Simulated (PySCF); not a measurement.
All values below come from PBE-D3(BJ)/def2-TZVP // B3LYP-D3(BJ)/def2-TZVP run with PySCF 2.14.0. Isolated molecules, 0 K electronic values unless said otherwise. One relaxed conformer stands for a flexible species; it need not be the lowest. Delta-SCF ions had no search for a lower state. Excitations are Tamm–Dancoff values on a coarser integration grid. The basis has no diffuse functions, so Rydberg states are missing or too high.

Reference species (SMILES): `[SiH2]=CO[SiH3]` (Si–C–O–Si torsion 0°) (neutral, multiplicity 1).

| Property | Value |
|---|---|
| HOMO–LUMO gap | 3.19 eV |
| brightest of the four lowest singlets (TDA) | 5.01 eV |
| vertical ionisation energy (Delta-SCF) | 7.91 eV |
| HOMO | -5.00 eV |

After one change: the HOMO–LUMO gap drops by 0.83 eV; the brightest of the four lowest singlets (TDA) drops by 0.72 eV; the vertical ionisation energy (Delta-SCF) falls by 0.46 eV; the HOMO rises by 0.23 eV.

Task: Which change was made? The new species is one of these.
(A) `C/[SiH]=[SiH]\O` (Si–Si–O–H torsion 132°)
(B) `C=[Si](O)[SiH3]` (Si–Si–O–H torsion 180°)
(C) `OC[SiH]=[SiH2]` (H–O–C–Si torsion -173°, O–C–Si–Si torsion -106°)
(D) `OC(=[SiH2])[SiH3]` (H–O–C–Si torsion 161°)

Result: A, `C/[SiH]=[SiH]\O` (Si–Si–O–H torsion 132°)
